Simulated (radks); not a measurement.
Task: Species: Ne2+. Configuration: [He] 2s1 2p4 3d1 (not the ground configuration). Calculated with a radial shooting solver on a logarithmic mesh with Libxc functionals: scalar-relativistic Kohn-Sham, SOGGA, spin-polarised, spherical densities, point nucleus; open shells are filled with parallel spins first. Some entries of the table are withheld. Estimate them.

orbital  occ.  eigenvalue (eV)  <1/r> (bohr^-1)  r(max) (bohr)
1s up       1        -901.1040            9.615         0.1027
1s down     1        -897.4848            9.629         0.1027
2s up       1         -95.6362            1.836         0.6460
2s down     0         -86.5220            1.792         0.6533
2p up       3              (1)            1.731            (2)
2p down     1              (3)            1.691            (4)
3d up       1         -11.6174           0.3842          2.715

Result: 
(1) 2p up eigenvalue (eV): -72.8631
(2) 2p up r(max) (bohr): 0.5609
(3) 2p down eigenvalue (eV): -63.7431
(4) 2p down r(max) (bohr): 0.5683
